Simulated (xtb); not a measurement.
Method: xtb with GFN2-xTB.

```
xtb start.xyz --ohess tight --gfn 2 --chrg 0 --uhf 0 --iterations 400

# start.xyz
13

C     -1.231288    -0.937749     0.297392
B      0.001022    -0.039174    -0.165726
C      1.457589    -0.630471    -0.103976
C     -0.207236     1.544237    -0.268894
H     -1.484083    -1.559140    -0.573447
H     -0.997452    -1.531704     1.199145
H     -2.110551    -0.289529     0.547896
H      1.570333    -1.573586    -0.672759
H      1.687366    -0.811866     0.973927
H      2.168949     0.138968    -0.487833
H     -0.737255     1.824409    -1.205157
H      0.746496     2.054196    -0.120360
H     -0.863890     1.811408     0.579793
```

Output:

```
[...]
         :: add. restraining           0.000000000000 Eh    ::
         :: total charge               0.000000000000 e     ::
         :::::::::::::::::::::::::::::::::::::::::::::::::::::

           -------------------------------------------------
          |                Numerical Hessian                |
           -------------------------------------------------
step length          :   0.00500
SCC accuracy         :   0.30000
Hessian scale factor :   1.00000
frozen atoms in %    :   0.00000    0
RMS gradient         :   0.00038
estimated CPU  time      0.01 min
estimated wall time      0.02 min

writing file <hessian>.

 projected vibrational frequencies (cm⁻¹)
eigval :       -0.00    -0.00    -0.00     0.00     0.00     0.00
eigval :      -19.97    54.16    94.48   292.89   293.72   318.19
eigval :      676.52   703.97   727.04   853.59   876.72   880.83
eigval :      916.55  1182.37  1183.74  1383.33  1384.01  1392.32
eigval :     1484.79  1488.41  1489.71  1493.86  1496.38  1502.90
eigval :     2993.22  2995.55  2999.29  3021.67  3025.50  3025.70
eigval :     3035.08  3036.89  3037.72
           -------------------------------------------------
          |                Property Printout                |
           -------------------------------------------------

    * Orbital Energies and Occupations

         #    Occupation            Energy/Eh            Energy/eV
      -------------------------------------------------------------
         1        2.0000           -0.5706536             -15.5283
         2        2.0000           -0.5620992             -15.2955
         3        2.0000           -0.5620204             -15.2934
         4        2.0000           -0.4710057             -12.8167
         5        2.0000           -0.4661334             -12.6841
         6        2.0000           -0.4641472             -12.6301
         7        2.0000           -0.4637831             -12.6202
         8        2.0000           -0.4474076             -12.1746
         9        2.0000           -0.4470844             -12.1658
        10        2.0000           -0.4388407             -11.9415
        11        2.0000           -0.3976116             -10.8196
        12        2.0000           -0.3974515             -10.8152 (HOMO)
        13                         -0.2152278              -5.8566 (LUMO)
        14                          0.1418940               3.8611
        15                          0.1644923               4.4761
        16                          0.1668566               4.5404
        17                          0.2143454               5.8326
        18                          0.2148846               5.8473
        19                          0.2182773               5.9396
        20                          0.2232027               6.0737
        21                          0.2434864               6.6256
        22                          0.2546059               6.9282
        23                          0.2725661               7.4169
       ...                                ...                  ...
        25                          0.3819283              10.3928
      -------------------------------------------------------------
                  HL-Gap            0.1822237 Eh            4.9586 eV
             Fermi-level           -0.3063397 Eh           -8.3359 eV

     #   Z          covCN         q      C6AA      α(0)
     1   6 C        3.673    -0.193    24.565     7.103
     2   5 B        2.698     0.257    17.645     7.050
     3   6 C        3.673    -0.193    24.565     7.103
     4   6 C        3.673    -0.193    24.563     7.103
     5   1 H        0.924     0.044     2.394     2.419
     6   1 H        0.925     0.036     2.501     2.473
     7   1 H        0.925     0.027     2.634     2.538
     8   1 H        0.925     0.028     2.616     2.530
     9   1 H        0.924     0.045     2.377     2.411
    10   1 H        0.925     0.034     2.530     2.487
    11   1 H        0.924     0.045     2.381     2.413
    12   1 H        0.925     0.027     2.625     2.534
    13   1 H        0.925     0.035     2.516     2.481

 Mol. C6AA /au·bohr⁶  :       1105.922933
 Mol. C8AA /au·bohr⁸  :      24238.699205
 Mol. α(0) /au        :         50.643545

Wiberg/Mayer (AO) data.
largest (>0.10) Wiberg bond orders for each atom

 ---------------------------------------------------------------------------
     #   Z sym  total        # sym  WBO       # sym  WBO       # sym  WBO
 ---------------------------------------------------------------------------
     1   6 C    3.973 --     2 B    1.036     7 H    0.986     6 H    0.971
                             5 H    0.954
     2   5 B    3.283 --     3 C    1.036     4 C    1.036     1 C    1.036
     3   6 C    3.972 --     2 B    1.036     8 H    0.984    10 H    0.974
                             9 H    0.951
     4   6 C    3.973 --     2 B    1.036    12 H    0.985    13 H    0.972
                            11 H    0.952
     5   1 H    0.998 --     1 C    0.954
     6   1 H    0.999 --     1 C    0.971
     7   1 H    0.999 --     1 C    0.986
     8   1 H    0.999 --     3 C    0.984
     9   1 H    0.998 --     3 C    0.951
    10   1 H    0.999 --     3 C    0.974
    11   1 H    0.998 --     4 C    0.952
    12   1 H    0.999 --     4 C    0.985
    13   1 H    0.999 --     4 C    0.972
 ---------------------------------------------------------------------------

Topologies differ in total number of bonds
Writing topology from bond orders to xtbtopo.mol

molecular dipole:
                 x           y           z       tot (Debye)
 q only:       -0.002      -0.006      -0.017
   full:       -0.003      -0.012      -0.032       0.087
molecular quadrupole (traceless):
                xx          xy          yy          xz          yz          zz
 q only:       -0.327       0.010      -0.353       0.390       0.007       0.679
  q+dip:        0.206      -0.013       0.163       0.358      -0.244      -0.368
   full:       -0.402       0.017      -0.454       0.586      -0.029       0.856

           -------------------------------------------------
          |                Geometry Summary                 |
           -------------------------------------------------

      molecular mass/u    :       55.9147025
   center of mass at/Å    :        0.0003788       0.0019176       0.0054434
  moments of inertia/u·Å² :        0.6939782E+02   0.6974987E+02   0.1300383E+03
rotational constants/cm⁻¹ :        0.2429130E+00   0.2416869E+00   0.1296359E+00

 * 12 selected distances

     #   Z          #   Z                                           value/Å
     1   6 C        2   5 B                                       1.5778862 (max)
     2   5 B        3   6 C                                       1.5774215
     2   5 B        4   6 C                                       1.5776102
     1   6 C        5   1 H                                       1.0906264
     1   6 C        6   1 H                                       1.0883742
     1   6 C        7   1 H                                       1.0873279
     3   6 C        8   1 H                                       1.0872616 (min)
     3   6 C        9   1 H                                       1.0909117
     3   6 C       10   1 H                                       1.0884635
     4   6 C       11   1 H                                       1.0905684
     4   6 C       12   1 H                                       1.0875199
     4   6 C       13   1 H                                       1.0883368

 * 2 distinct bonds (by element types)

   Z      Z             #   av. dist./Å        max./Å        min./Å
   1 H    6 C           9     1.0888211     1.0909117     1.0872616
   5 B    6 C           3     1.5776393     1.5778862     1.5774215

           -------------------------------------------------
          |               Frequency Printout                |
           -------------------------------------------------
 projected vibrational frequencies (cm⁻¹)
eigval :       -0.00    -0.00    -0.00     0.00     0.00     0.00
eigval :      -19.97    54.16    94.48   292.89   293.72   318.19
eigval :      676.52   703.97   727.04   853.59   876.72   880.83
eigval :      916.55  1182.37  1183.74  1383.33  1384.01  1392.32
eigval :     1484.79  1488.41  1489.71  1493.86  1496.38  1502.90
eigval :     2993.22  2995.55  2999.29  3021.67  3025.50  3025.70
eigval :     3035.08  3036.89  3037.72
 reduced masses (amu)
   1:  8.64   2:  8.56   3:  9.79   4:  9.14   5:  9.22   6:  9.42   7:  1.46   8:  1.56
   9:  1.24  10:  7.28  11:  7.32  12:  6.27  13:  7.25  14:  2.99  15:  5.17  16:  3.01
  17:  5.27  18:  5.13  19:  6.05  20:  9.31  21:  9.28  22:  3.04  23:  3.05  24:  2.88
  25:  1.55  26:  1.59  27:  1.58  28:  1.77  29:  1.74  30:  1.74  31:  1.84  32:  1.85
  33:  1.82  34:  1.85  35:  1.68  36:  1.69  37:  1.51  38:  1.58  39:  1.63
 IR intensities (km·mol⁻¹)
   1:  0.00   2:  0.00   3:  0.00   4:  0.00   5:  0.00   6:  0.00   7:  1.04   8:  0.98
   9:  3.65  10:  0.07  11:  0.13  12:  0.04  13:  0.09  14:  0.58  15:  0.58  16:  0.13
  17: 24.36  18:  4.22  19:194.52  20:203.12  21:197.40  22: 42.62  23: 42.07  24:  0.43
  25:  1.18  26:  0.14  27:  0.88  28:  1.34  29:  1.82  30:  0.11  31:  4.22  32:  1.55
  33: 74.90  34:  1.01  35: 37.71  36: 35.06  37: 24.49  38: 47.58  39: 72.90
 Raman intensities (Ä⁴*amu⁻¹)
   1:  0.00   2:  0.00   3:  0.00   4:  0.00   5:  0.00   6:  0.00   7:  0.00   8:  0.00
   9:  0.00  10:  0.00  11:  0.00  12:  0.00  13:  0.00  14:  0.00  15:  0.00  16:  0.00
  17:  0.00  18:  0.00  19:  0.00  20:  0.00  21:  0.00  22:  0.00  23:  0.00  24:  0.00
Molecule has no symmetry elements
It seems to be the C1 point group
  25:  0.00  26:  0.00  27:  0.00  28:  0.00  29:  0.00  30:  0.00  31:  0.00  32:  0.00
  33:  0.00  34:  0.00  35:  0.00  36:  0.00  37:  0.00  38:  0.00  39:  0.00
 output can be read by thermo (or use thermo option).
 writing <g98.out> molden fake output.
 recommended (thermochemical) frequency scaling factor: 1.0
           -------------------------------------------------
          |             Thermodynamic Functions             |
           -------------------------------------------------

c1  symmetry found (for desy threshold:  0.10E+00) used in thermo
 inverting freq            1   19.972184657827672

          ...................................................
          :                      SETUP                      :
          :.................................................:
          :  # frequencies                          33      :
          :  # imaginary freq.                       0      :
          :  linear?                             false      :
          :  only rotor calc.                    false      :
          :  symmetry                               c1      :
          :  rotational number                       1      :
          :  scaling factor                  1.0000000      :
          :  rotor cutoff                   50.0000000 cm⁻¹ :
          :  imag. cutoff                  -20.0000000 cm⁻¹ :
          :.................................................:

    mode    ω/cm⁻¹     T·S(HO)/kcal·mol⁻¹    T·S(FR)/kcal·mol⁻¹   T·S(vib)
   ------------------------------------------------------------------------
       1     19.97    -1.97881 (  2.48%)    -1.32563 ( 97.52%)    -1.34185
       2     54.16    -1.38924 ( 57.92%)    -1.03187 ( 42.08%)    -1.23885
       3     94.48    -1.06294 ( 92.73%)    -0.86745 (  7.27%)    -1.04872
       4    292.89    -0.43446 ( 99.92%)    -0.53267 (  0.08%)    -0.43454
       5    293.72    -0.43305 ( 99.92%)    -0.53184 (  0.08%)    -0.43313
   ------------------------------------------------------------------------

   temp. (K)  partition function   enthalpy   heat capacity  entropy
                                   cal/mol     cal/K/mol   cal/K/mol   J/K/mol
 298.15  VIB   343.                 2750.807     15.280     18.137
         ROT  0.606E+05              888.752      2.981     24.865
         INT  0.208E+08             3639.559     18.261     43.002
         TR   0.405E+27             1481.254      4.968     37.968
         TOT                        5120.8131    23.2295    80.9697   338.7772

       T/K    H(0)-H(T)+PV         H(T)/Eh          T*S/Eh         G(T)/Eh
   ------------------------------------------------------------------------
    298.15    0.816054E-02    0.120613E+00    0.384713E-01    0.821420E-01
   ------------------------------------------------------------------------

         :::::::::::::::::::::::::::::::::::::::::::::::::::::
         ::                  THERMODYNAMIC                  ::
         :::::::::::::::::::::::::::::::::::::::::::::::::::::
         :: total free energy         -12.145044148726 Eh   ::
         ::.................................................::
         :: total energy              -12.227186151585 Eh   ::
         :: zero point energy           0.112452784535 Eh   ::
         :: G(RRHO) w/o ZPVE           -0.030310781676 Eh   ::
         :: G(RRHO) contrib.            0.082142002860 Eh   ::
         :::::::::::::::::::::::::::::::::::::::::::::::::::::
imag cut-off (cm-1) :    5.00
 found            1  significant imaginary frequency
 writing imag mode distorted coords to xtbhess.xyz
 for further optimization.

optimized geometry written to: xtbopt.xyz

           -------------------------------------------------
          | TOTAL ENERGY              -12.227186151585 Eh   |
          | TOTAL ENTHALPY            -12.106572831933 Eh   |
          | TOTAL FREE ENERGY         -12.145044148726 Eh   |
          | GRADIENT NORM               0.000382935775 Eh/α |
          | HOMO-LUMO GAP               4.958560399852 eV   |
           -------------------------------------------------

------------------------------------------------------------------------
```

Cost: roughly 0.8 core-seconds.
